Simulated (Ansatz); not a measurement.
1,1,2-trichloroprop-1-ene (C3H3Cl3), SMILES CC(Cl)=C(Cl)Cl.

Coordinates come from a PBE-D3(BJ)/def2-SVP optimisation.

Two levels are set side by side: PBE/def2-SVPD (Ansatz, a program for electronic structure) and CAM-B3LYP/def2-SVPD (Ansatz). Energy differences of separate SCF runs at the same geometry; the states with an electron removed or added have multiplicity 2 and 2. Differences are taken from unrounded values.

```tsv
quantity	CAM-B3LYP
vertical ionisation energy (eV)	9.26
vertical singlet–triplet gap (eV)	3.59
```

Q: What does PBE give, and how far is it from CAM-B3LYP? (Estimate from the structure and the level; the computed values follow.)

A: 
```tsv
quantity	PBE	PBE minus CAM-B3LYP
vertical ionisation energy (eV)	8.87	-0.39
vertical singlet–triplet gap (eV)	3.62	0.03
```
